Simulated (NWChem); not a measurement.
Species: BeSiH3Cl; SMILES [SiH3][Be][Cl]

All runs: NWChem. Pople sets run with spherical d functions. The geometry was optimised at PBE0/def2-SVP. B3LYP is NWChem's, with the RPA form of VWN correlation. Core excitations by TDA in a window of 1s orbitals, non-relativistic and unshifted: absolute energies depend strongly on the exact-exchange share.

| level | first 1s excitation (eV) | dipole oscillator strength of the first | relative time |
|---|---|---|---|
| Si K edge, PBE0/6-311G** | 1799.2 | 0.0005 | 1 |
| Si K edge, BHandHLYP/cc-pVTZ | 1822.9 | 0.0016 | 7 |
| Cl K edge, PBE0/6-311G** | 2765.2 | 0.0012 | 1 |
| Cl K edge, B3LYP/cc-pVTZ | 2760.8 | 0.0010 | 6 |

Times are rough ratios from one shared machine.
